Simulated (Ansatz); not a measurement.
Consider the substitution at a C–Al bond: `O=C/C=[CH]/[AlH2]` + `[OH][Ga]([F])[Cl]` → `[F][Ga-]1([Cl])[O]C=CC=[O+]1` + `[AlH3]`.

Calculated with Ansatz (gas phase, PBE0-D4/def2-TZVP geometries, no zero-point term in ΔE). CBS: MP2 limit from def2 TZ/QZ plus the TZ coupled-cluster correction, frozen cores. This one scheme is used for every species. Functionals use def2-TZVPP. For Ga outer-core shells are correlated without core-valence functions, which leaves a few kJ/mol of doubt a bond. Scalar relativity is left out up to krypton. Each species was taken in one conformer, which may not be the lowest.

Question: Is it downhill or uphill in electronic energy at CCSD(T)/CBS, and by how much? (Estimate.)

Answer: The calculation gave: Downhill: ΔE = -86.9 kJ/mol.

Question: What do these levels give: BLYP-D4, B97M-V, B2PLYP, PBE, r2SCAN, PBE0, r2SCAN0, RPA@PBE/def2-TZVPP, CCSD/def2-SVP, MP2/def2-QZVPP, SCS-MP2/def2-QZVPP, CCSD/CBS(def2)? (Estimate.)

Answer: The calculation gave: BLYP-D4 -100.0, B97M-V -117.0, B2PLYP -93.9, PBE -93.1, r2SCAN -112.1, PBE0 -100.9, r2SCAN0 -113.6, RPA@PBE/def2-TZVPP -99.4, CCSD/def2-SVP -109.2, MP2/def2-QZVPP -83.5, SCS-MP2/def2-QZVPP -80.5, CCSD/CBS(def2) -84.8 kJ/mol.

Question: What do rigid-rotor, harmonic-oscillator terms from PBE0-D4/def2-TZVP frequencies (298.15 K, 1 bar) make of the CCSD(T)/CBS value? (An estimate is asked.)

Answer: The calculation gave: ΔZPE = -3.4 kJ/mol, ΔH = -91.8 kJ/mol, ΔS = -59 J/(mol·K), ΔG = -74.1 kJ/mol. Modes under 50 cm⁻¹ make the entropy rough.

Largest T1 diagnostic among the species: 0.017.

From PBE to PBE0 (25 % exact exchange), in def2-TZVPP and without D4, ΔE moves by −7.8 kJ/mol. At CCSD(T), def2-SVP lies −26.1 kJ/mol from the extrapolated value and def2-TZVPP −5.4 kJ/mol. The D4 term adds −13.7 kJ/mol with B3LYP and −7.5 kJ/mol with PBE0; it sums over pairs of atoms, weighted by their polarisabilities, and B3LYP, whose exchange is more repulsive, gets the larger term.

B3LYP here is the variant with VWN-RPA as its local correlation; programs differ in this.
